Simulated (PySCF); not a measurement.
Radial density of C (carbon, neutral)

B2PLYP, [He] 2s2 2p1 3d1, one real determinant (an excited configuration). Computed with PySCF 2.14 in aug-cc-pVQZ with one added diffuse shell each of s, p, d, f, g type (7s6p5d4f3g, 105 functions), with the non-relativistic Hamiltonian (point nucleus).

```json
{"r (bohr)": "0.00413", "4πr²ρ (e/bohr)": "0.02628", "4πr²(ρα − ρβ)": "0.0000"}
{"r (bohr)": "0.00695", "4πr²ρ (e/bohr)": "0.07176", "4πr²(ρα − ρβ)": "0.0000"}
{"r (bohr)": "0.0117", "4πr²ρ (e/bohr)": "0.1920", "4πr²(ρα − ρβ)": "0.0000"}
{"r (bohr)": "0.0197", "4πr²ρ (e/bohr)": "0.4934", "4πr²(ρα − ρβ)": "0.0000"}
{"r (bohr)": "0.0331", "4πr²ρ (e/bohr)": "1.190", "4πr²(ρα − ρβ)": "0.0002"}
{"r (bohr)": "0.0556", "4πr²ρ (e/bohr)": "2.573", "4πr²(ρα − ρβ)": "0.0007"}
{"r (bohr)": "0.0936", "4πr²ρ (e/bohr)": "4.648", "4πr²(ρα − ρβ)": "0.0034"}
{"r (bohr)": "0.157", "4πr²ρ (e/bohr)": "6.234", "4πr²(ρα − ρβ)": "0.0158"}
{"r (bohr)": "0.265", "4πr²ρ (e/bohr)": "5.132", "4πr²(ρα − ρβ)": "0.0648"}
{"r (bohr)": "0.445", "4πr²ρ (e/bohr)": "2.157", "4πr²(ρα − ρβ)": "0.2268"}
{"r (bohr)": "0.749", "4πr²ρ (e/bohr)": "1.554", "4πr²(ρα − ρβ)": "0.5305"}
{"r (bohr)": "1.26", "4πr²ρ (e/bohr)": "2.050", "4πr²(ρα − ρβ)": "0.6247"}
{"r (bohr)": "2.12", "4πr²ρ (e/bohr)": "0.8231", "4πr²(ρα − ρβ)": "0.2606"}
{"r (bohr)": "3.57", "4πr²ρ (e/bohr)": "0.09632", "4πr²(ρα − ρβ)": "0.0612"}
{"r (bohr)": "6.00", "4πr²ρ (e/bohr)": "0.1446", "4πr²(ρα − ρβ)": "0.1445"}
{"r (bohr)": "10.1", "4πr²ρ (e/bohr)": "0.09083", "4πr²(ρα − ρβ)": "0.0908"}
{"r (bohr)": "17.0", "4πr²ρ (e/bohr)": "0.0001413", "4πr²(ρα − ρβ)": "0.0001"}
```

⟨L²⟩ = 8.01 against 12 for a pure F term, so this real determinant mixes terms. The outer electron is Rydberg-like, and this basis confines it to a smaller radius and binds it less than a complete one would.
